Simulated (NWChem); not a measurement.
System: C4H5N; SMILES C(/C#N)=C\C

NWChem input:

```
start job
memory heap 200 mb stack 900 mb global 1100 mb
geometry units angstroms noautoz
  C      0.012713    -2.315219     0.000000
  C      0.385499    -0.876688     0.000000
  C     -0.492048     0.140048     0.000000
  C     -0.093351     1.509949     0.000000
  N      0.212548     2.629241     0.000000
  H     -1.076714    -2.460472     0.000000
  H      0.434016    -2.825385     0.882236
  H      0.434016    -2.825385    -0.882236
  H      1.455531    -0.637841     0.000000
  H     -1.571400    -0.048272     0.000000
end
basis spherical
  * library 6-31g*
end
dft
  xc mn15
  iterations 150
  mulliken
end
task dft gradient
```

Output (shortened):

```
             Northwest Computational Chemistry Package (NWChem) 7.3.0
             --------------------------------------------------------

 CS  symmetry detected

                             Geometry "geometry" -> ""
                             -------------------------

 Output coordinates in angstroms (scale by  1.889725989 to convert to a.u.)

  No.       Tag          Charge          X              Y              Z
 ---- ---------------- ---------- -------------- -------------- --------------
    1 C                    6.0000     0.01361955    -2.32509337     0.00000000
    2 C                    6.0000     0.38515429    -0.88623869     0.00000000
    3 C                    6.0000    -0.49327666     0.12973370     0.00000000
    4 C                    6.0000    -0.09577124     1.49998094     0.00000000
    5 N                    7.0000     0.20915417     2.61953856     0.00000000
    6 H                    1.0000    -1.07568071    -2.47129381     0.00000000
    7 H                    1.0000     0.43536610    -2.83489276     0.88223600
    8 H                    1.0000     0.43536610    -2.83489276    -0.88223600
    9 H                    1.0000     1.45497815    -0.64646115     0.00000000
   10 H                    1.0000    -1.57246446    -0.05952496     0.00000000

 Effective nuclear repulsion energy (a.u.)     138.2538686673

      Symmetry information
      --------------------

 Group name             Cs
 Group number              2
 Group order               2
 No. of unique centers     9

                                 NWChem DFT Module
                                 -----------------

 Summary of "ao basis" -> "ao basis" (spherical)
 ------------------------------------------------------------------------------
       Tag                 Description            Shells   Functions and Types
 ---------------- ------------------------------  ------  ---------------------
 C                           6-31g*                  6       14   3s2p1d
 N                           6-31g*                  6       14   3s2p1d
 H                           6-31g*                  2        2   2s

      Symmetry analysis of basis
      --------------------------

        a'         58
        a"         22

            General Information
            -------------------
          SCF calculation type: DFT
          Wavefunction type:  closed shell.
          No. of atoms     :    10
          No. of electrons :    36
           Alpha electrons :    18
            Beta electrons :    18
          Charge           :     0
          Spin multiplicity:     1
          Use of symmetry is: on ; symmetry adaption is: on
          Maximum number of iterations: 150
          AO basis - number of functions:    80
                     number of shells:    40
          Convergence on energy requested:  1.00D-06
          Convergence on density requested:  1.00D-05
          Convergence on gradient requested:  5.00D-04

              XC Information
              --------------
                         MN15 Method XC Functional
                     Hartree-Fock (Exact) Exchange  0.440
                          MN15 Exchange Functional  1.000
                        MN15 Correlation Potential  1.000

             Grid Information
             ----------------
          Grid used for XC integration:  medium
          Radial quadrature: Mura-Knowles
          Angular quadrature: Lebedev.
          Tag              B.-S. Rad. Rad. Pts. Rad. Cut. Ang. Pts.
          ---              ---------- --------- --------- ---------
          C                   0.70       49          11.0       434
          N                   0.65       49          13.0       434
          H                   0.35       45          12.0       434
          Grid pruning is: on
          Number of quadrature shells:   425
          Spatial weights used:  Erf1

      Superposition of Atomic Density Guess
      -------------------------------------

 Sum of atomic energies:        -207.42591753

      Non-variational initial energy
      ------------------------------

 Total energy =    -210.222636
 1-e energy   =    -551.795481
 2-e energy   =     203.318976
 HOMO         =      -0.293224
 LUMO         =      -0.024241

      Symmetry analysis of molecular orbitals - initial
      -------------------------------------------------

  Numbering of irreducible representations:

     1 a'          2 a"

  Orbital symmetries:

     1 a'          2 a'          3 a'          4 a'          5 a'
     6 a'          7 a'          8 a'          9 a'         10 a'
    11 a'         12 a"         13 a'         14 a"         15 a'
    16 a'         17 a'         18 a"         19 a"         20 a'
    21 a'         22 a"         23 a'         24 a'         25 a"
    26 a'         27 a'         28 a'

     ---------------------------------------------
      Total Density - Mulliken Population Analysis
     ---------------------------------------------

    Atom       Charge   Shell Charges
 -----------   ------   -------------------------------------------------------
    1 C    6     6.68   2.00  0.72  2.04  0.68  1.22  0.03
    2 C    6     6.02   2.00  0.73  1.81  0.54  0.90  0.04
    3 C    6     6.23   2.00  0.73  1.92  0.48  1.06  0.03
    4 C    6     5.37   2.00  0.74  1.61  0.42  0.55  0.05
    5 N    7     7.88   2.00  0.88  2.44  0.99  1.53  0.03
    6 H    1     0.77   0.46  0.31
    7 H    1     0.76   0.46  0.30
    8 H    1     0.76   0.46  0.30
    9 H    1     0.79   0.47  0.32
   10 H    1     0.76   0.45  0.30

   convergence    iter        energy       DeltaE   RMS-Dens  Diis-err
 ---------------- ----- ----------------- --------- --------- ---------
 d= 0,ls=0.0,diis     1   -209.7561038330 -3.48D+02  1.88D-02  9.97D-01
 d= 0,ls=0.0,diis     2   -209.6290102245  1.27D-01  1.30D-02  2.08D+00
 d= 0,ls=0.0,diis     3   -209.8603606120 -2.31D-01  2.15D-03  1.05D-01
 d= 0,ls=0.0,diis     4   -209.8715370485 -1.12D-02  6.16D-04  3.12D-03
 d= 0,ls=0.0,diis     5   -209.8718654075 -3.28D-04  2.60D-04  8.29D-04
  Resetting Diis
 d= 0,ls=0.0,diis     6   -209.8719698472 -1.04D-04  7.01D-05  3.93D-05
 d= 0,ls=0.0,diis     7   -209.8719752172 -5.37D-06  2.91D-05  2.80D-06
 d= 0,ls=0.0,diis     8   -209.8719748603  3.57D-07  1.84D-05  6.22D-06
 d= 0,ls=0.0,diis     9   -209.8719755176 -6.57D-07  4.08D-06  2.70D-07

         Total DFT energy =     -209.871975517607
      One electron energy =     -555.263983555289
           Coulomb energy =      237.234043324246
    Exchange-Corr. energy =      -30.095903953856
 Nuclear repulsion energy =      138.253868667292

 Numeric. integr. density =       36.000006510982

                  Occupations of the irreducible representations
                  ----------------------------------------------

                     irrep           alpha         beta
                     --------     --------     --------
                     a'               15.0         15.0
                     a"                3.0          3.0

                       DFT Final Molecular Orbital Analysis
                       ------------------------------------

 Vector   16  Occ=2.000000D+00  E=-3.977492D-01  Symmetry=a'
              MO Center=  2.3D-01,  2.5D+00,  3.9D-14, r^2= 1.9D+00
   Bfn.  Coefficient  Atom+Function         Bfn.  Coefficient  Atom+Function
  ----- ------------  ---------------      ----- ------------  ---------------
    60      0.477642   5 N  py               64      0.302737   5 N  py
    46     -0.262117   4 C  py               62      0.248921   5 N  s
    58      0.229058   5 N  s                34      0.178910   3 C  s
    50      0.171232   4 C  py               59      0.140914   5 N  px
    32      0.123382   3 C  py               36      0.120505   3 C  py

 Vector   17  Occ=2.000000D+00  E=-3.662340D-01  Symmetry=a'
              MO Center=  4.6D-03,  1.9D+00, -5.9D-16, r^2= 1.7D+00
   Bfn.  Coefficient  Atom+Function         Bfn.  Coefficient  Atom+Function
  ----- ------------  ---------------      ----- ------------  ---------------
    59      0.433571   5 N  px               45      0.374601   4 C  px
    63      0.246403   5 N  px               49      0.212654   4 C  px
    31     -0.127218   3 C  px               60     -0.120962   5 N  py
    79      0.103930  10 H  s                46     -0.097243   4 C  py
    80      0.094601  10 H  s                18     -0.093914   2 C  py

[...]

                         DFT ENERGY GRADIENTS

    atom               coordinates                        gradient
                 x          y          z           x          y          z
   1 C       0.025737  -4.393789   0.000000    0.000879   0.008411   0.000000
   2 C       0.727836  -1.674748   0.000000   -0.004955  -0.007758   0.000000
   3 C      -0.932158   0.245161   0.000000    0.006130   0.007121   0.000000
   4 C      -0.180981   2.834553   0.000000    0.000281   0.003451   0.000000
   5 N       0.395244   4.950210   0.000000   -0.002288  -0.007824   0.000000
   6 H      -2.032742  -4.670068   0.000000   -0.002933  -0.000934   0.000000
   7 H       0.822723  -5.357171   1.667184    0.001641  -0.001643   0.002526
   8 H       0.822723  -5.357171  -1.667184    0.001641  -0.001643  -0.002526
   9 H       2.749510  -1.221634   0.000000    0.003987   0.001086   0.000000
  10 H      -2.971527  -0.112486   0.000000   -0.004385  -0.000267   0.000000
```

Level: MN15/6-31G* (spherical d). All runs use the structure optimised with PBE0/def2-SVP.
